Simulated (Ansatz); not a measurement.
Basis-set extrapolation for C$_{2}$H$_{6}$BFSSi (`BC(=C)S[SiH2]F`) (PBE0-D4/def2-TZVP geometry, frozen core, the Gaussian-basis code of Ansatz). Multiplicity 1, RHF reference.

```json
{"": "HF", "def2-TZVPP": "-889.974949", "def2-QZVPP": "-890.004843"}
{"": "MP2 correlation", "def2-TZVPP": "-0.963986", "def2-QZVPP": "-1.040635"}
{"": "CCSD(T) correlation", "def2-TZVPP": "-1.060533", "def2-QZVPP": "not run"}
```

Energies in hartree. Use E(X) = E(∞) + A·exp(−7.88·√X) for Hartree–Fock and E(X) = E(∞) + B·X^(−2.97) for correlation, with X = 3 and 4, and add CCSD(T) minus MP2 of the smaller set to the MP2 limit.

Q: What is the CCSD(T) energy at the basis-set limit?

A: HF limit: -890.004843 + (-0.029894) × 0.13774 = -890.00896. MP2 limit: -1.040635 + (-0.076649) × 0.74074 = -1.09741. Higher-order term: -1.060533 − (-0.963986) = -0.09655. Total: -891.20292 hartree, 105.1 kcal/mol below CCSD(T)/def2-TZVPP.
